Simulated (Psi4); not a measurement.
CCl₃ (SMILES Cl[C](Cl)Cl), doublet, geometry from GFN2-xTB, with bond 2-1 at 2.0 times its length. Base run: SVWN/6-311G** (Psi4).

Here is a job for Psi4.
```
memory 2 GB

molecule mol {
0 2
C    -0.004950   -0.005289    0.303986
Cl    0.004903    3.357212   -0.317231
Cl    1.451799   -0.836933   -0.026704
Cl   -1.450028   -0.837161   -0.073962
}

set {
  basis 6-311g**
  reference uks
}

energy('svwn')
print_variables()
```

Each row names what was changed in the base input (with any setting that the change needs).

```
change                               ΔE vs base (mEh)  SCF cycles  grid points  basis functions
-----------------------------------  ----------------  ----------  -----------  ---------------
base                                            0.000          20        83890               96
scf_initial_accelerator = none                  0.000          22        83890               96
dft_radial_scheme = becke                      -0.024          20        73062               96
dft_spherical_points = 110                      0.164          20        30912               96
scf_type = mem_df                               0.000          20        83890               96
dft_radial_points = 35                          8.613          20        39834               96
d_convergence = 1e-4                            0.000          20        83890               96
df_basis_scf = def2-universal-jkfit             0.029          20        83890               96
dft_radial_scheme = mura                        0.001          20        86386               96
guess = core                                    0.000          32        83890               96
ints_tolerance = 1e-8                           0.000          19        83890               96
scf_type = disk_df                              0.000          20        83890               96
dft_spherical_points = 590                      0.001          20       163881               96
```

Open shells are given as the SCF converged; they aren't shown to be the lowest states, and a large step between rows can be another state.
